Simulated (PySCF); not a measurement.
F5Si, SMILES F[Si-](F)(F)(F)F, charge -1. Atoms are numbered in the order given.

```xyz
6

F      0.0000     0.0000    -1.6953
Si     0.0000     0.0000     0.0000
F     -1.6618     0.0000     0.0000
F      0.8309    -1.4392     0.0000
F      0.8309     1.4392     0.0000
F      0.0000     0.0000     1.6953
```
Charge -1, spin multiplicity 1.

Geometry optimised at TPSSh-D3(BJ)/def2-SVPD.

Level of theory: SMD-M06-2X/def2-SVPD (PySCF).

Solvation free energies are E(SMD) − E(gas) at the gas-phase geometry, for 1 M in both phases.

Computed solvation free energies in water, acetonitrile, n-hexane:
| solvent | ΔG(solv) (kcal/mol) | its non-electrostatic (CDS) part |
|---|---|---|
| water | -51.5 | 4.1 |
| acetonitrile | -53.3 | 1.4 |
| n-hexane | -25.5 | 0.7 |
